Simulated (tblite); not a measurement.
Species: C4H10NOSi2 (doublet state).
Cartesian coordinates in Å at the GFN2-xTB level; atoms count from 1:
```xyz
18
C4H10NOSi2 angstrom
C     -0.323   -3.339   -0.959
C     -0.543   -2.316   -0.362
Si    -0.674   -0.669    0.486
N     -2.151   -0.055   -0.170
C     -2.779    1.163    0.271
Si     0.786    1.015    0.016
O      2.196    0.360    0.538
C      3.484    0.862    0.445
H     -0.170   -4.248   -1.466
H     -0.733   -1.016    1.928
H     -2.837   -0.741   -0.443
H     -3.427    1.559   -0.514
H     -3.383    1.021    1.176
H     -2.005    1.899    0.488
H      1.047    1.536   -1.347
H      3.672    1.290   -0.543
H      4.188    0.047    0.621
H      3.645    1.640    1.197
```

Method: GFN2-xTB as coded in tblite; computed harmonic values from a numerical Hessian at the method's own geometry, unscaled. This tight-binding method is rough: wavenumbers can miss measured ones by several per cent, in bad cases by 10 to 20. Modes of hydrogen on silicon can be 10 to 20 % off. One conformer, not necessarily the lowest. Open shells enter through the occupations alone, without spin polarisation, and single modes of such species can be off by tens of per cent.

Harmonic wavenumbers (cm⁻¹): 35.1, 55.5, 68.6, 80.0, 97.1, 104.4, 114.8, 151.8, 172.1, 227.1, 255.9, 285.8, 319.2, 445.4, 472.5, 528.5, 625.6, 633.6, 665.6, 671.2, 683.4, 707.7, 738.6, 793.2, 1066.7, 1112.4, 1134.5, 1137.8, 1153.5, 1164.6, 1372.1, 1420.0, 1421.9, 1488.3, 1491.3, 1492.0, 1506.4, 2030.8, 2060.7, 2182.5, 2884.2, 2934.2, 2951.2, 2962.5, 2983.8, 2995.9, 3344.3, 3459.2.

A = 1676, B = 912.8, C = 627.2 MHz; mass 144.030 u (most abundant isotopes); point group C1, symmetry number 1; spin multiplicity 2.

What is the zero-point energy?

Half the sum of the wavenumbers: 28342 cm⁻¹ = 81.03 kcal/mol.

Entropy at 273.15 K, 1 bar (ideal gas, RRHO, classical rotation)?

Translation 40.40, rotation 29.93, vibration 41.74, spin (R ln 2) 1.38: S = 113.5 cal/(mol K).

And Cp and H(273.15 K) − H(0)?

Cp = 43.07 cal/(mol K), of which vibrations give 35.12 (their classical limit is 48 R = 95.4); H(273.15 K) − H(0) = 7.76 kcal/mol without the zero-point energy, 5.59 from vibrations.

Blend soft modes into free rotors: weight 1/[1 + (100 cm⁻¹/ν̃)⁴] for the oscillator and the rest for a rotor with moment μB/(μ + B), μ = h/(8π²ν), B = 10⁻⁴⁴ kg m². What vibrational entropy results?

37.36 cal/(mol K) in place of 41.74, which changes −T·S at 273.15 K by +1.20 kcal/mol.

What must be added to the electronic energy to get the Gibbs energy at 273.15 K and 1 bar?

ZPE + [H(273.15 K) − H(0)] − T·S = 81.03 + 7.76 − 30.99 = 57.80 kcal/mol.

How do the functions run with temperature in this model?

```
 T (K)  S (cal/(mol K))  Cp (cal/(mol K))  H − H(0) (kcal/mol)  G − H(0) (kcal/mol)  ln q(vib)
   150             91.4              31.4                 3.16               -10.55       5.70
   250            109.7              41.0                 6.79               -20.64       9.82
298.15            117.3              45.2                 8.87               -26.11      11.63
   400            131.7              53.2                13.89               -38.81      15.21
   600            155.7              65.2                25.80               -67.64      21.50
   900            184.7              77.3                47.32              -118.87      29.61
```

q(vib) and H(0) count from the zero-point level.

Hindered rotation and anharmonicity are outside this model. Other conformers, if any are populated, would add a mixing term that is left out. The structure is chiral; the term R ln 2 for an equal mix with its mirror image is left out.
